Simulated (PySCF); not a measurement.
# Computed structure and properties of [Tl(OH)2]+

System: [Tl(OH)2]+ (singlet); start: template (C2). Method: PySCF 2.14.0, RKS PBE, Tl def2-SVP with ECP60, O def2-SVP, H def2-SVP; non-relativistic Hamiltonian with scalar-relativistic core potentials where named; density fitting; no spin-orbit coupling.

Input of the relaxation:

```python
mol = gto.M(atom='''
Tl     0.00000    -0.00000    -0.11456
O      1.79120    -0.00000     0.68704
H      2.75080    -0.09060     0.74614
O     -1.79120     0.00000     0.68704
H     -2.75080     0.09060     0.74614''',
    basis={'Tl': 'def2-SVP', 'O': 'def2-SVP', 'H': 'def2-SVP'},
    ecp={'Tl': 'def2-SVP'},
    charge=1, spin=0)
mf = dft.RKS(mol, xc='PBE')
mf.grids.atom_grid = (50, 194)
mf = mf.density_fit()  # fitting sets: Tl def2-universal-JKFIT, O def2-universal-JKFIT, H def2-universal-JKFIT
mf.conv_tol = 1e-08; mf.max_cycle = 55
mf.kernel(dm0)  # dm0: converged density of the start geometry
# quasi-Newton relaxation in Cartesian coordinates to a largest gradient under 0.00045 Eh/bohr, steps kept in the point group
```

Run from Python with OMP_NUM_THREADS=2; the lines above give its settings. Where DIIS fails, smearing, a level shift and second-order steps follow.
It took 26 s on 2 threads of Arm Neoverse V1 (shared host), from the converged density of the start.

Course of the relaxation:

| step | energy above end (eV) | largest force component within the symmetry (eV/Å) |
| --- | --- | --- |
| 0 | 1.7096 | 1.712 |
| 1 | 1.1403 | 1.684 |
| 2 | 0.9514 | 3.458 |
| 3 | 0.6997 | 1.952 |
| 4 | 0.6224 | 0.702 |
| 5 | 0.5355 | 0.492 |
| 6 | 0.4407 | 0.608 |
| 7 | 0.3353 | 0.665 |
| 11 | 0.0040 | 0.141 |
| 12 | 0.0016 | 0.169 |
| 13 | 0.0007 | 0.100 |
| 14 | 0.0002 | 0.027 |
| 15 | 0.0001 | 0.023 |
| 16 | 0.0000 | 0.022 |
(The steps between are left out.)

Relaxed geometry (C2):

```xyz
5

Tl    0.0000    0.0000    0.6932
O     1.9902    0.2015    0.9062
H     2.4456   -0.1968    0.1231
O    -1.9902   -0.2015    0.9062
H    -2.4456    0.1968    0.1231
```

```json
{"contact": "Tl1–O2 (OH)", "Å": "2.012"}
{"contact": "Tl1–O4 (OH)", "Å": "2.012"}
```

On the finer grid (75, 302):

```
HOMO                                                          : -13.29 eV
LUMO                                                          : -10.50 eV
Dipole about the centre of mass                               : 2.67 D
Set of Mulliken populations of Tl1 outside the core potential : s 3.33, p 6.61, d 10.06
D3(BJ) dispersion energy (not in the energies)                : -0.058 eV
```

| atom | Mulliken (e) | Löwdin (e) | spin (e) |
| --- | --- | --- | --- |
| Tl1 | 1.00 | 0.87 | 0.00 |
| O2 | -0.26 | -0.08 | 0.00 |
| H3 | 0.26 | 0.14 | 0.00 |
| O4 | -0.26 | -0.08 | 0.00 |
| H5 | 0.26 | 0.14 | 0.00 |

On the grid (50, 194), as all that follows. Harmonic modes: a minimum; lowest 96 cm⁻¹ (negative: unstable), highest 3578 cm⁻¹, zero-point energy 0.662 eV.

Taking off one OH (charge -1, singlet; the rest: singlet) in vacuum, both parts rigid, costs 20.61 eV; the small basis without counterpoise inflates it. Most of it is the attraction of opposite charges; other ways to part are cheaper, and one spin state was tried for the rest.

Rigid scan of OH along the line from its metal:

```json
{"distance to O2 (Å)": "1.71", "energy (eV)": "1.476"}
{"distance to O2 (Å)": "1.81", "energy (eV)": "0.540"}
{"distance to O2 (Å)": "1.91", "energy (eV)": "0.112"}
{"distance to O2 (Å)": "2.01", "energy (eV)": "0.000"}
{"distance to O2 (Å)": "2.11", "energy (eV)": "0.083"}
{"distance to O2 (Å)": "2.21", "energy (eV)": "0.280"}
{"distance to O2 (Å)": "2.41", "energy (eV)": "0.825"}
{"distance to O2 (Å)": "2.71", "energy (eV)": "1.660"}
{"distance to O2 (Å)": "3.11", "energy (eV)": "2.495"}
{"distance to O2 (Å)": "3.61", "energy (eV)": "3.104"}
```

One start shape was tried, so this needn't be the lowest isomer.
